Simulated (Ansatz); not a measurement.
```yaml
crystal:
  periodic: [false, false, false]
  atoms:
    - {symbol: F, position_ang: [-0.214674, -0.321711, 1.921687]}
    - {symbol: Hf, position_ang: [-0.261030, -0.284738, 0.142496]}
    - {symbol: Cl, position_ang: [1.965247, -1.387113, -0.698072]}
    - {symbol: Cl, position_ang: [-1.700664, -0.877390, -1.079434]}
    - {symbol: Br, position_ang: [0.146600, 2.399901, -0.166802]}
basis:
  gaussian: {orbitals: def2-TZVPP}
total_charge: -1
magnetization: {spin_polarized: true, initial_magnetization: 1}
hamiltonian: {xc: {name: LC-wPBE}}
output: {forces: true}
```

```sh
$ ansatz run in.yaml --threads 4 --pin off --events-out ev --progress --plain --max-ram 10444MiB
```

Output, abridged:

```
Functional definition: LC-wPBE
1478 factors; their error is unknown
358 factors; integrals over basis functions are off by at most 5.6e-5 eV
mean field evaluation 1: about -99104.4254 eV, gradient 2.0e1 eV
mean field evaluation 2: about -99104.7511 eV, gradient 2.4e1 eV
mean field evaluation 4: about -99106.7637 eV, gradient 1.6e0 eV
mean field evaluation 8: about -99106.8525 eV, gradient 3.5e-1 eV
mean field evaluation 16: about -99106.9624 eV, gradient 3.5e-2 eV
mean field -99106.96236538 eV, -3642.1136898159 hartree, gradient 3.2e-6 eV, S^2 0.753459; 6 other end points of the search recorded, 0 dependent functions left out
reference -99106.96236539 eV, -3642.1136898162 hartree; 46, 45 occupied and 173, 174 virtual orbitals, 1478 factors
Total energy: -99106.96236539 eV, -3642.1136898162 hartree
Atom 0 at    -0.214674    -0.321711     1.921687 Å, force    -0.695329    -0.499116     5.379534 eV/Å
Atom 1 at    -0.261030    -0.284738     0.142496 Å, force    10.983851     4.364578     2.200569 eV/Å
Atom 2 at     1.965247    -1.387113    -0.698072 Å, force    -0.594782     0.620849     0.115902 eV/Å
Atom 3 at    -1.700664    -0.877390    -1.079434 Å, force    -9.936139    -4.163193    -7.556497 eV/Å
Atom 4 at     0.146600     2.399901    -0.166802 Å, force     0.242399    -0.323118    -0.139508 eV/Å
Dipole moment:    -0.970498    -0.287120     0.210168 e Å
```

Hardware: 4 threads of an AMD EPYC 7B13 on a shared host. Wall time 19 s, peak host memory 1 GiB.
